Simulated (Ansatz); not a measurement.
C$_{2}$H$_{5}$FO$_{2}$Si (`O=C[SiH](O)CF`), charge 0, multiplicity 1.

Question: Give a relaxed structure at PBE0-D4/def2-TZVP (the Gaussian-basis code of Ansatz). (Best estimate.)

Answer: Computed: 
Z-matrix (Å, degrees):
```
Si
C 1 1.923
C 1 1.890 2 109.8
O 1 1.637 2 104.0 3 -118.6
H 1 1.485 2 110.4 3 120.4
O 2 1.211 1 116.9 3 117.8
H 2 1.112 1 123.8 3 -61.7
F 3 1.394 1 108.2 2 64.3
H 3 1.095 1 111.8 2 -55.1
H 3 1.095 1 112.0 2 -176.2
H 4 0.965 1 112.4 2 -0.2
```
This is one stationary point; other conformers may exist.
